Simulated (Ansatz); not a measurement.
This geometry of C2H11NSi3 (17 atoms, charge 0, multiplicity 1) is a first-order saddle point.

Method: RKS PBE-D4/6-31G in Ansatz.

```xyz
17
Properties=species:S:1:pos:R:3
Si -1.688 -2.014 -0.266
C -0.131 -1.479 0.775
C 0.292 -0.081 0.392
Si 1.434 0.069 -1.205
N -0.123 0.918 1.105
Si 0.189 2.702 0.862
H -2.002 -3.474 -0.012
H -2.875 -1.163 0.120
H -1.408 -1.828 -1.743
H 0.669 -2.217 0.591
H -0.419 -1.496 1.841
H 0.786 1.005 -2.203
H 1.698 -1.267 -1.867
H 2.755 0.682 -0.785
H 1.671 3.023 0.968
H -0.320 3.189 -0.486
H -0.548 3.429 1.956
```

Task: Which two structures does it join? (They come from a converged band through this point; their orientation in space is the band's.)

Result: No bond is made or broken. The dihedral C3–N5–Si6–H15 goes from 0 to -122°. The two ends are copies of one structure, up to a mirror image or an exchange of like atoms.

First end point:

```xyz
17
Properties=species:S:1:pos:R:3
Si -1.649 -2.010 -0.396
C -0.228 -1.432 0.802
C 0.258 -0.055 0.414
Si 1.566 -0.004 -1.064
N -0.213 0.975 1.040
Si 0.110 2.750 0.812
H -2.026 -3.445 -0.094
H -2.857 -1.118 -0.220
H -1.181 -1.923 -1.835
H 0.581 -2.182 0.752
H -0.644 -1.399 1.824
H 1.018 0.788 -2.232
H 1.906 -1.403 -1.534
H 2.834 0.673 -0.587
H 1.103 3.125 -0.283
H -1.222 3.394 0.504
H 0.623 3.267 2.136
```

Last end point:

```xyz
17
Properties=species:S:1:pos:R:3
Si -1.672 -2.011 -0.258
C -0.123 -1.456 0.782
C 0.306 -0.064 0.381
Si 1.435 0.040 -1.235
N -0.099 0.943 1.086
Si 0.183 2.726 0.868
H -2.002 -3.459 0.041
H -2.856 -1.137 0.085
H -1.377 -1.877 -1.738
H 0.678 -2.198 0.616
H -0.418 -1.457 1.846
H 0.751 0.856 -2.312
H 1.730 -1.342 -1.777
H 2.743 0.719 -0.888
H 0.844 3.216 2.135
H 1.039 3.136 -0.326
H -1.179 3.365 0.735
```

Task: How far does it lie above each of them?

Result: 4.3 kJ/mol above the first and 4.3 kJ/mol above the second. This is the barrier of this one path; another mechanism may lie lower. Limits of this set-up: no polarisation functions.

The run took 15 min on 1 thread of Arm Neoverse V1, with other jobs on the host, peak memory 0.17 GiB.
